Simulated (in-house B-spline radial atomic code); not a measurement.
The numbers below are computed, except where a source is named.
# Weak and strong correlation along the adiabatic connection

Two-electron singlets in several external potentials (atomic units), by full CI in B-splines with partial waves to l = 8 (correlation energies up to 0.6 % small). The repulsion is scaled by λ at fixed density; W(λ) is the mean repulsion less the Hartree energy, W(0) = E_x, and the area under W from 0 to 1 is E_xc.

One system gave this curve:

```
   λ  W (hartree)
   0      -5.2823
0.02      -5.2842
0.05       -5.287
0.12      -5.2936
0.25      -5.3057
 0.4      -5.3195
 0.6      -5.3377
 0.8      -5.3555
   1      -5.3731
 1.4      -5.4073
   2      -5.4566
   3      -5.5336
 4.5      -5.6385
   7      -5.7896
  10      -5.9398
```

(1) Which system is it?
A. −Z exp(−kr)/r, Z = 1.48, k = 0.0476
B. −Z exp(−kr)/r, Z = 9.48, k = 2.94
C. −Z/r, Z = 1.55, wall at 1.95 bohr
D. −Z/r, Z = 3, wall at 2 bohr

Results:

(1) B. The exchange energy sets the size: −Z exp(−kr)/r, Z = 9.48, k = 2.94: E_x = -5.28, E_c = -0.0461; −Z/r, Z = 3, wall at 2 bohr: E_x = -1.7, E_c = -0.043; −Z/r, Z = 1.55, wall at 1.95 bohr: E_x = -1.13, E_c = -0.0414; −Z exp(−kr)/r, Z = 1.48, k = 0.0476: E_x = -0.695, E_c = -0.0409 hartree.
